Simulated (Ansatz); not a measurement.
Single points on the cluster K10.

```yaml
crystal:
  periodic: [false, false, false]
  atoms:
    - {symbol: K, position_ang: [-3.756339, 0.662647, 0.027595]}
    - {symbol: K, position_ang: [-0.417760, -2.319974, -0.105228]}
    - {symbol: K, position_ang: [-4.582777, -3.865920, -0.164289]}
    - {symbol: K, position_ang: [-1.181319, -6.690473, -0.367280]}
    - {symbol: K, position_ang: [0.408931, 2.319724, 0.128127]}
    - {symbol: K, position_ang: [2.971991, -5.188656, -0.304267]}
    - {symbol: K, position_ang: [1.192032, 6.688795, 0.324188]}
    - {symbol: K, position_ang: [4.586135, 3.854716, 0.266388]}
    - {symbol: K, position_ang: [3.747766, -0.659969, 0.026863]}
    - {symbol: K, position_ang: [-2.968660, 5.199121, 0.167923]}
basis:
  gaussian: {orbitals: def2-TZVP, initial_orbitals: start.molden}
hamiltonian: {xc: pbe}
scf: {omitted_lower_state_checks: [starts]}
output: {forces: true, orbitals: {seedname: orbitals}}
```

The file start.molden holds the orbitals of an earlier run on this structure, at another level or in another basis.

```sh
$ ansatz run in.yaml --threads 4 --pin off --events-out ev --progress --plain --max-ram 4787MiB
```

Shortened log:

```
Functional definition: PBE
3250 factors; their error is unknown
mean field evaluation 1: about -163189.2908 eV, gradient 1.2e1 eV
mean field evaluation 2: about -163189.3894 eV, gradient 2.0e-1 eV
mean field evaluation 4: about -163189.2672 eV, gradient 4.7e-3 eV
mean field -163189.26720373 eV, -5997.0949560787 hartree, gradient 1.8e-5 eV, S^2 0.000000; 0 other end points of the search recorded, 0 dependent functions left out
reference -163189.26727735 eV, -5997.0949587844 hartree; 95, 95 occupied and 235, 235 virtual orbitals, 3250 factors
Total energy: -163189.26727735 eV, -5997.0949587844 hartree
Atom 0 at    -3.756339     0.662647     0.027595 Å, force    -0.006391     0.000966    -0.000165 eV/Å
Atom 1 at    -0.417760    -2.319974    -0.105228 Å, force     0.001031    -0.001277     0.000053 eV/Å
Atom 2 at    -4.582777    -3.865920    -0.164289 Å, force     0.001389    -0.000874    -0.000464 eV/Å
Atom 3 at    -1.181319    -6.690473    -0.367280 Å, force    -0.002910    -0.007497    -0.000260 eV/Å
Atom 4 at     0.408931     2.319724     0.128127 Å, force     0.001180     0.001183     0.000210 eV/Å
Atom 5 at     2.971991    -5.188656    -0.304267 Å, force    -0.000401     0.000035     0.000521 eV/Å
Atom 6 at     1.192032     6.688795     0.324188 Å, force     0.001532     0.008065     0.000208 eV/Å
Atom 7 at     4.586135     3.854716     0.266388 Å, force    -0.002507     0.001455     0.000116 eV/Å
Atom 8 at     3.747766    -0.659969     0.026863 Å, force     0.006624    -0.003258    -0.000771 eV/Å
Atom 9 at    -2.968660     5.199121     0.167923 Å, force     0.000453     0.001202     0.000553 eV/Å
Dipole moment:    -0.001240     0.001273    -0.000996 e Å
Checks for a lower state left out: starts
```

Hardware: 4 threads of Arm Neoverse V2 on a shared host. Wall time 18 s, peak host memory 0.97 GiB.

As the first input, with `gaussian: {orbitals: def2-SVP, initial_orbitals: start.molden}`, `hamiltonian: {xc: pbe0}`, `output: {orbitals: {seedname: orbitals}}` (abridged; 18 s):

```
Functional definition: PBE0
mean field -163181.05479401 eV, -5996.7931555884 hartree, gradient 5.2e-5 eV, S^2 0.000000
Total energy: -163181.05484992 eV, -5996.7931576429 hartree
Checks for a lower state left out: starts
```

Geometry: PBE/def2-SVP.

The restricted singlet is unstable towards broken spin symmetry in Hartree–Fock (as tested in another run); at PBE/def2-TZVP, PBE0/def2-SVP this wasn't settled. The structure comes from a short search, and lower isomers may exist.
